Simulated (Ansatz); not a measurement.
```xyz
4

B     0.0078    0.0033    0.0053
H     1.2005    0.0045   -0.0065
H    -0.6064    1.0543   -0.0012
H    -0.5949   -1.0489    0.0038
```

Basis set: cc-pVDZ (spherical functions). Left uncorrelated: 1 orbital. Charge 0, multiplicity 1.

Computed with Ansatz (development build ahead of 0.2.0); each method stands on the lowest determinant of its kind that the runs found. Restricted open shells among the atoms or ions are ROHF, correlated in semicanonical orbitals with singles.

The atomization energy at this shape (free ground-state atoms in the same class of orbitals less the molecule, no zero-point energy) of singlet BH₃:

```json
{"method": "RHF-MP2", "atomization energy": "262.73 kcal/mol"}
```

**Question.** What does RHF give?

**Answer.** 229.73 kcal/mol.
